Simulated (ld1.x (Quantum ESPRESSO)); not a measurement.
# Configuration tests for aluminium (Al) (RRKJ)

| Property | Result |
| --- | --- |
| Element | aluminium (Al) |
| Generator | ld1.x (Quantum ESPRESSO) 7.5 |
| Type | norm-conserving RRKJ (Kleinman–Bylander form) |
| Functional | LDA (PZ) |
| Relativity | scalar-relativistic |
| Frozen core | [Ne] |
| Valence charge | 3 |
| Reference configuration | 3s2 3p1 |
| Partial waves | 3s (bound): rc 1.85 bohr; 3p (bound): rc 1.90 bohr |
| Local potential | the p channel |
| Core correction | Bessel-smoothed model core inside 1.90 bohr |
| rho0 | 0.001 |

Energies are relative to the spin-unpolarised reference configuration 3s2 3p1; without spin polarisation the order of configurations can differ from experiment. Spin-polarised rows fill each open shell by Hund’s rule, majority spin first. The frozen-core shift is the all-electron ΔE with the core orbitals held at their reference shape minus the fully relaxed ΔE.

Q: Give the all-electron excitation energy and the error of the potential for: 3s2 3p0; 3s1 3p0; 3s2 3p0.5; 3s1 3p1; 3s0 3p3; 3s1 3p2; 3s2 3p1.3; 3s2 3p1 (spin-polarised); 3s1 3p0 (spin-polarised).

A:

```tsv
valence configuration	charge	ΔE all-electron (eV)	error AE − PS (meV)	frozen-core shift (meV)
3s2 3p0	+1	5.847	+0.7	+1.3
3s1 3p0	+2	25.224	+16	+27
3s2 3p0.5	+0.5	2.125	+0.1	+0.2
3s1 3p1	+1	11.666	+6.0	+5.4
3s0 3p3	0	10.505	+9.3	+5.7
3s1 3p2	0	5.155	+1.9	+1.4
3s2 3p1.3	-0.3	-0.598	+0.1	0.0
3s2 3p1 (spin-polarised)	0	-0.136	+1.5	+0.1
3s1 3p0 (spin-polarised)	+2	24.797	+31	+32
```

Levels in the configuration 3s1 3p2:

```json
{"level": "3s", "all-electron (eV)": "-8.669", "pseudo (eV)": "-8.663"}
{"level": "3p", "all-electron (eV)": "-3.411", "pseudo (eV)": "-3.409"}
```
